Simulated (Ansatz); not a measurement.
Li₅H₅⁺. Total charge 1; doublet. Geometry r2SCAN-D4/def2-TZVP, that of the neutral singlet; atoms count from 1.

```xyz
10

Li    1.496    0.587    0.303
Li   -1.309    0.702   -0.560
Li    0.229   -1.473    0.678
Li   -0.417    0.596    1.868
Li    0.253   -0.570   -2.277
H     1.159   -0.863   -0.818
H     1.109   -0.352    1.814
H    -1.170    0.312   -2.271
H    -1.355   -0.574    0.833
H     0.005    1.635    0.430
```

The structure comes from a short search, and lower isomers may exist.

Q: Estimate the Mulliken populations from the PBE0/def2-TZVP orbitals of Ansatz.

A: 
```tsv
atom	charge (e)	spin (α − β)
Li1	0.53	-0.03
Li2	0.51	-0.01
Li3	0.53	-0.03
Li4	0.35	-0.01
Li5	0.71	-0.01
H6	-0.52	0.08
H7	-0.21	0.38
H8	-0.25	0.45
H9	-0.33	0.09
H10	-0.32	0.10
```
Mulliken values depend strongly on the basis.

Q: Where does the spin sit?

A: Summed by element: Li -0.09, H 1.09, of 1 unpaired in all. Largest on single atoms: H8 0.45, H7 0.38, H10 0.10.
